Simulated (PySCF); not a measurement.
## Nuclear quadrupole coupling in `COC(=O)c1coc([SiH3])c1`

Species: C6H8O3Si.
SMILES with atom numbers: `[CH3:1][O:2][C:3](=[O:4])[c:5]1[cH:6][o:7][c:8]([SiH3:9])[cH:10]1` (hydrogens: H11, H12, H13 on C1; H14 on C6; H15, H16, H17 on Si9; H18 on C10)

Cartesian coordinates in Å at the GFN2-xTB level; atoms count from 1:
```
atom  x, y, z in Å
C1     3.5563    0.4516   -0.6824
O2     2.1459    0.3443   -0.5762
C3     1.6844   -0.1771    0.5721
O4     2.4005   -0.5407    1.4732
C5     0.2216   -0.2473    0.5877
C6    -0.5505   -0.7295    1.6160
O7    -1.8404   -0.6515    1.3092
C8    -1.9490   -0.1126    0.0647
Si9   -3.6786    0.1153   -0.6249
C10   -0.6993    0.1523   -0.4187
H11    4.0191   -0.5341   -0.5996
H12    3.7551    0.8878   -1.6580
H13    3.9500    1.0903    0.1112
H14   -0.2743   -1.1346    2.5696
H15   -3.5329    0.7005   -1.9561
H16   -4.3337   -1.1914   -0.6933
H17   -4.4281    1.0047    0.2634
H18   -0.4550    0.5783   -1.3693
```

Field gradients from the PBE0/pcSseg-1 density (PySCF, non-relativistic), principal values in atomic units, ordered |Vxx| ≤ |Vyy| ≤ |Vzz|:

```tsv
atom	Vxx	Vyy	Vzz
O2	-0.5029	-1.2272	1.7300
O4	0.7167	0.8592	-1.5759
O7	-0.6219	-0.7878	1.4097
```

Problem. Find the asymmetry η = (Vxx − Vyy)/Vzz and the couplings χ = eQV/h (234.96 MHz × Q in barn × V in au), with Q(17O) = −0.0256 b.

Solution. 
| atom | environment | nucleus | η | χzz (MHz) | χxx (MHz) | χyy (MHz) |
| --- | --- | --- | --- | --- | --- | --- |
| O2 | ester single-bonded oxygen | 17O | 0.42 | -10.41 | 3.02 | 7.38 |
| O4 | ester carbonyl oxygen | 17O | 0.09 | 9.48 | -4.31 | -5.17 |
| O7 | furan-type oxygen | 17O | 0.12 | -8.48 | 3.74 | 4.74 |

The tensor is traceless: Vxx + Vyy + Vzz = 0.

Problem. What is Vzz at O4 in SI units (1 au = 9.71736 × 10²¹ V/m²)?

Solution. -1.5759 au = -15.314 × 10²¹ V/m².

Problem. And the gradient at the other heavy atoms, for which no coupling is worked out here?

Solution. 
```
atom                        environment  Vzz (au)     η
  C1                     methoxy carbon     0.476  0.02
  C3              ester carbonyl carbon    -0.365  0.97
  C5        substituted aromatic carbon     0.128  0.65
  C6  aromatic CH next to a ring oxygen    -0.362  0.28
  C8        substituted aromatic carbon    -0.379  0.85
 Si9                       SiH3 silicon     0.242  0.02
 C10                 aromatic CH carbon     0.256  0.38
```

Were the hydrogens deuterons (Q(2H) = 0.00286 b), χzz would run from 108 kHz (H17 and H16) to 234 kHz (H18).

Geometry: GFN2-xTB, one conformer, isolated molecule. GFN2-xTB bond lengths can be off by several hundredths of an ångström, more for odd bonds, and the gradients follow them. With so small a basis the couplings can be 20 % off.
